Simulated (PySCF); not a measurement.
A PySCF script (with the pyscf-properties extension) for the NMR shieldings of `ClB(B(N)N)Cl`, B$_{2}$Cl$_{2}$H$_{4}$N$_{2}$, on a GFN2-xTB geometry:

```python
import basis_set_exchange as bse
import numpy as np
from pyscf import gto, dft
from pyscf.prop import nmr

atoms = """
N    -1.101342   -0.475294    0.881509
B    -0.142986    0.059020    0.003963
N    -0.502838    1.140236   -0.817963
B     1.418910   -0.586480   -0.061833
Cl    2.640763    0.032801   -1.119002
Cl    1.923892   -1.917057    0.922043
H    -2.042229   -0.131085    0.965880
H    -0.906670   -1.246353    1.493913
H     0.135039    1.562859   -1.467499
H    -1.413656    1.566008   -0.823538
"""
names = dict.fromkeys(["N", "B", "Cl", "H"], "pcSseg-1")
basis = {el: gto.basis.parse(bse.get_basis(n, elements=[el], fmt="nwchem")) for el, n in names.items()}
mol = gto.M(atom=atoms, basis=basis, charge=0, verbose=0)
mf = dft.RKS(mol, xc="PBE0")
mf.grids.level = 2
mf.grids.alignment = dft.numint.BLKSIZE   # the property module wants whole blocks of grid points
mf.conv_tol = 1e-9
mf.kernel()

calc = nmr.RKS(mf)   # GIAO
C = mf.mo_coeff
Co = C[:, mf.mo_occ > 0]
resp = mf.gen_response(singlet=True, hermi=2)
def vind(x):   # induced exchange potential for any number of trial vectors
    d = np.einsum("pi,xij,qj->xpq", C, 2 * x.reshape(-1, C.shape[1], Co.shape[1]), Co, optimize=True)
    return np.einsum("xpq,pi,qj->xij", resp(d - d.transpose(0, 2, 1)), C, Co, optimize=True).ravel()
mo1, _ = nmr.rhf.solve_mo1(calc, with_cphf=vind)
sigma = calc.kernel(mo1)
for i, s in enumerate(sigma):   # ppm
    print("%2d %-2s %9.2f" % (i, mol.atom_pure_symbol(i), np.trace(s) / 3))
```

Problem. What are the results?

Solution. 
```
 0 N     191.41
 1 B      80.31
 2 N     191.27
 3 B      31.15
 4 Cl    633.05
 5 Cl    633.22
 6 H      29.03
 7 H      28.60
 8 H      28.60
 9 H      29.02
```

These numbers come from an equivalent density-fitted implementation of the same equations, which agrees with the script to about 0.01 ppm for H and up to a few tenths of a ppm for heavy atoms, so last digits may differ.

Size and cost of the density-fitted run: 136 basis functions, 13 s wall time on 1 thread of an Arm Neoverse V1, shared host; peak memory 0.7 GiB.
